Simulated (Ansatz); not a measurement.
`N[CH2][GeH2][SiH3]`. Charge 0, multiplicity 1. The structure was optimised at the PBE0-D4/def2-TZVP level. It is one conformer, not always the lowest.

```xyz
13

N     0.300    1.439    1.119
C     0.980    1.085   -0.118
Ge    0.657   -0.820   -0.512
Si   -1.680   -1.228   -0.333
H     0.376    2.430    1.309
H     0.704    0.954    1.909
H     0.533    1.650   -0.941
H     2.060    1.291   -0.135
H     1.428   -1.680    0.515
H     1.206   -1.170   -1.910
H    -2.430   -0.165   -1.053
H    -2.104   -1.244    1.090
H    -2.030   -2.542   -0.941
```

Problem. What is the dipole moment at ωB97M-V/def2-TZVPP? (An estimate is asked.)

Solution. Ansatz gave: 1.79 D, with components (1.24, 1.21, 0.46) D in this frame, pointing from negative to positive charge.

Problem. And with PBE, r2SCAN, B3LYP? (An estimate is asked.)

Solution. The calculation gave: PBE 1.87 D, r2SCAN 1.85 D, B3LYP 1.81 D.

Problem. Give the Mulliken charges with ωB97M-V, PBE, r2SCAN in def2-TZVPP. (An estimate is asked.)

Solution. Computed: 
```tsv
atom	ωB97M-V	PBE	r2SCAN
N1	-0.29	-0.33	-0.36
C2	-0.27	-0.20	-0.10
Ge3	0.04	0.14	0.12
Si4	0.07	0.07	0.15
H5	0.10	0.14	0.13
H6	0.12	0.15	0.14
H7	0.14	0.11	0.08
H8	0.13	0.11	0.08
H9	0.01	-0.03	-0.03
H10	0.01	-0.02	-0.02
H11	-0.02	-0.05	-0.06
H12	-0.02	-0.04	-0.06
H13	-0.02	-0.04	-0.06
```

B3LYP here is the variant with VWN-RPA as its local correlation; programs differ in this.
